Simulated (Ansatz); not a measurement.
A run for Ansatz (a quantum-chemistry and plane-wave program): R-wB97X-V/def2-TZVPP on Ge2H4 (SMILES [GeH2]=[GeH2]).

Ansatz 0.2 input:
```yaml
crystal:
  periodic: [false, false, false]
  atoms:
    - {symbol: Ge, position_ang: [0.00000000, 0.00000000, 1.10945093]}
    - {symbol: H, position_ang: [-0.00000000, 1.29409907, 1.91678997]}
    - {symbol: H, position_ang: [0.00000000, -1.29409907, 1.91678997]}
    - {symbol: Ge, position_ang: [-0.00000000, -0.00000000, -1.10945093]}
    - {symbol: H, position_ang: [0.00000000, 1.29409907, -1.91678997]}
    - {symbol: H, position_ang: [-0.00000000, -1.29409907, -1.91678997]}
basis:
  gaussian:
    orbitals: def2-TZVPP
hamiltonian:
  xc: {name: wB97X-V}
scf: {lower_state_search: off}
```

Problem. Give the final energy of this run.

Solution. -4155.9717 hartree.

Problem. How many basis functions does it have, and what does it roughly cost on one machine?

Solution. 152 functions; about 5 core-seconds (a rough figure).
